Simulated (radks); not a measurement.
Species: Hg II. Configuration: [Xe] 4f14 5d10 6s1. All-electron calculation, non-relativistic Kohn-Sham, r2SCAN, spin-polarised, spherical densities, point nucleus; open shells are filled with parallel spins first (spin-orbit coupling, left out, can overturn this in heavy ions); meta-GGA in the generalised Kohn-Sham scheme; relativity is left out, which matters for an element this heavy. Program: a radial shooting solver on a logarithmic mesh with Libxc functionals.

X-ray form factor f0, the Fourier transform of the density (f0(0) = 79):

sin(theta)/lambda (1/angstrom),f0 (electrons)
0.05,78.065
0.1,75.525
0.15,71.968
0.2,67.955
0.25,63.869
0.3,59.930
0.4,52.889
0.5,47.098
0.6,42.343
0.8,34.741
1,28.591
1.25,22.619
1.5,18.567
2,14.280
